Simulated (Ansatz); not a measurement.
Calculated with Ansatz (gas phase, PBE0-D4/def2-TZVP geometries, no zero-point term in ΔE). CCSD(T)/CBS is the MP2 limit (def2-TZVPP, def2-QZVPP) plus CCSD(T) − MP2 in def2-TZVPP, frozen cores. This one scheme is used for every species. Functionals use def2-TZVPP. B3LYP here is the variant with VWN-RPA as its local correlation; programs differ in this. For Ge outer-core shells are correlated without core-valence functions, which leaves a few kJ/mol of doubt a bond. Scalar relativity is left out up to krypton. One conformer a species, not always the lowest.

Reaction (formal exchange of groups at the Si–S bond): `CO[SiH2]S` + `NC[S][GeH3]` → `CO[SiH2][S][GeH3]` + `NCS`

Is it downhill or uphill in electronic energy at CCSD(T)/CBS, and by how much? (An estimate is asked.)

The calculation gave: Nearly level: ΔE = +1.3 kJ/mol.

What do these levels give: PBE-D4, PBE0-D4, B2PLYP, PBE, r2SCAN, PBE0, B3LYP, HF/def2-TZVPP, MP2/def2-TZVPP, CCSD/def2-TZVPP, MP2/def2-QZVPP, HF/CBS(def2)? (An estimate is asked.)

Computed: PBE-D4 2.6, PBE0-D4 1.6, B2PLYP 3.0, PBE 3.7, r2SCAN 3.2, PBE0 2.8, B3LYP 3.5, HF/def2-TZVPP 1.2, MP2/def2-TZVPP 2.2, CCSD/def2-TZVPP 2.3, MP2/def2-QZVPP 1.2, HF/CBS(def2) 0.2 kJ/mol.

Largest T1 diagnostic among the species: 0.011.
